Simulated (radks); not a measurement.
Initial-state core-level shifts of the nickel ion Ni3+ when its valence configuration changes from [Ar] 3d7. All-electron calculation, scalar-relativistic Kohn-Sham, PBE, spin-polarised, spherical densities, point nucleus; open shells are filled with parallel spins first. Program: a radial shooting solver on a logarithmic mesh with Libxc functionals. Shifts are changes of the shell-averaged eigenvalues in eV (positive: less bound).

valence,1s,2s,2p,3s
3d6 4s1,-9.259,-10.392,-10.303,-8.450
3d6 4p1,-10.538,-11.642,-11.546,-9.743
3d6.5 4s0.5,-4.508,-5.053,-5.009,-4.160
3d5 4s2,-19.655,-22.006,-21.832,-17.595
3d6.5 4p0.5,-5.166,-5.692,-5.645,-4.824
3d5 4p2,-21.843,-24.237,-24.039,-19.764
3d4 4s2 4p1,-32.772,-36.649,-36.362,-28.892
